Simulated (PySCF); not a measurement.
C8H11B.
Z-matrix (Å and degrees, PBE0-D3(BJ)/def2-SVP geometry), rows numbered from 1:
```
C 
B   1  1.5756
C   2  1.5755  1  117.56
C   2  1.5709  1  121.25  3  -179.90
C   4  1.4082  2  121.56  1   176.62
C   5  1.3921  4  121.77  2  -179.65
C   6  1.3949  5  119.82  4    -0.60
C   7  1.3949  6  119.83  5     0.27
C   8  1.3922  7  119.80  6     0.32
H   1  1.1078  2  106.46  3   -84.12
H   1  1.0994  2  116.17  3   157.06
H   1  1.1015  2  112.25  3    30.82
H   3  1.1079  2  106.40  1   -85.80
H   3  1.0995  2  116.07  1   155.65
H   3  1.1013  2  112.43  1    29.31
H   5  1.0929  4  119.38  2     0.12
H   6  1.0929  5  120.16  4   179.62
H   7  1.0931  6  120.08  5  -179.71
H   8  1.0929  7  120.05  6  -179.91
H   9  1.0928  4  119.35  2     0.04
```

Computed with PySCF 2.14.0, PBE0-D3(BJ)/def2-SVP geometry optimisation, gas phase.

Masses are those of the commonest isotopes; rigid-rotor values at the optimised geometry. 

Task: Give the principal moments of inertia and the rotational constants in MHz.

Result: Ia = 153.05, Ib = 454.35, Ic = 600.99 u·Å²; 505379 MHz·u·Å²/I gives A = 3302, B = 1112, C = 840.9 MHz.

Task: Classify the top.

Result: An asymmetric top. Ray's parameter κ = (2B − A − C)/(A − C) = -0.779; −1 is the prolate and +1 the oblate limit.

Task: What does the inertial defect say?

Result: Not planar: Δ = Ic − Ia − Ib = -6.42 u·Å². For a rigid frame Δ = −2 Σ m c², so Σ m c² = 3.21 u·Å² lies off the ab plane: 3.11 from hydrogen and 0.10 from heavier atoms. The atom farthest from that plane is 1.00 Å away.

Task: Give the other two planar moments, Paa and Pbb, and the rms extents of the mass along the axes.

Result: Paa = Σ m a² = (Ib + Ic − Ia)/2 = 451.15 and Pbb = Σ m b² = (Ia + Ic − Ib)/2 = 149.84 u·Å². With the mass M = 118.10 u, the rms extents √(P/M) along a, b and c are 1.95, 1.13, 0.16 Å.

Task: Give the coordinates in the principal-axis frame, origin at the centre of mass.

Result: The sense of each axis is arbitrary; atoms in the order of the calculation.
```csv
atom,mass (u),a (Å),b (Å),c (Å)
C1,12.000,-2.574,1.346,0.052
B2,11.009,-1.757,0.000,-0.001
C3,12.000,-2.574,-1.346,-0.051
C4,12.000,-0.186,-0.001,-0.001
C5,12.000,0.550,-1.201,0.023
C6,12.000,1.942,-1.206,0.030
C7,12.000,2.641,0.001,0.001
C8,12.000,1.941,1.207,-0.030
C9,12.000,0.549,1.200,-0.024
H10,1.008,-2.831,1.599,-0.996
H11,1.008,-2.047,2.217,0.469
H12,1.008,-3.538,1.229,0.572
H13,1.008,-2.801,-1.614,1.000
H14,1.008,-2.055,-2.210,-0.492
H15,1.008,-3.551,-1.227,-0.544
H16,1.008,0.019,-2.155,0.040
H17,1.008,2.487,-2.153,0.055
H18,1.008,3.734,0.001,0.002
H19,1.008,2.485,2.155,-0.054
H20,1.008,0.017,2.154,-0.042
```

Task: List the rotational levels J(Ka,Kc) to J = 5 (MHz).

Result: Above 0(0,0):
J = 1: 1(0,1) 1953, 1(1,1) 4143, 1(1,0) 4414
J = 2: 2(0,2) 5836, 2(1,2) 7778, 2(1,1) 8592, 2(2,1) 15161, 2(2,0) 15185
J = 3: 3(0,3) 11602, 3(1,3) 13216, 3(1,2) 14843, 3(2,2) 21021, 3(2,1) 21138, 3(3,1) 32662, 3(3,0) 32663
J = 4: 4(0,4) 19188, 4(1,4) 20443, 4(1,3) 23147, 4(2,3) 28815, 4(2,2) 29159, 4(3,2) 40519, 4(3,1) 40528, 4(4,1) 56757, 4(4,0) 56757
J = 5: 5(0,5) 28526, 5(1,5) 29439, 5(1,4) 33474, 5(2,4) 38529, 5(2,3) 39300, 5(3,3) 50353, 5(3,2) 50389, 5(4,2) 66576, 5(4,1) 66576, 5(5,1) 87455, 5(5,0) 87455

Task: Which lines would a microwave search look for?

Result: The dipole components are |μa| = 0.38 D, |μb| = 0.00 D, |μc| = 0.00 D; the symmetry axis of this C2 structure is a, so μb and μc vanish by symmetry and there are no b-type or c-type lines. Some lines, for components of 0.1 D or more:

```csv
type,branch,"J(Ka,Kc)",MHz,lower level (cm⁻¹)
a,Q,"2(1,1) ← 2(1,2)",814,0.259
a,R,"1(0,1) ← 0(0,0)",1953,0.000
a,R,"2(1,2) ← 1(1,1)",3635,0.138
a,R,"2(0,2) ← 1(0,1)",3883,0.065
a,R,"2(1,1) ← 1(1,0)",4178,0.147
```

Task: Estimate the classical rotational partition function at 100 K, 298.15 K and 500 K.

Result: Point group C2, symmetry number σ = 2; q = (√π/σ)·√((kT/h)³/(ABC)), k/h = 20836.6 MHz/K: 48000 at 100 K, 247000 at 298.15 K, 536000 at 500 K.

No frequency check. These are rigid-rotor constants of the computed structure; measured ground-state constants (B0) also hold zero-point vibration. A rigid rotor knows nothing of internal rotation, which can split or shift real lines. Quadrupole hyperfine structure (11B) is left out.
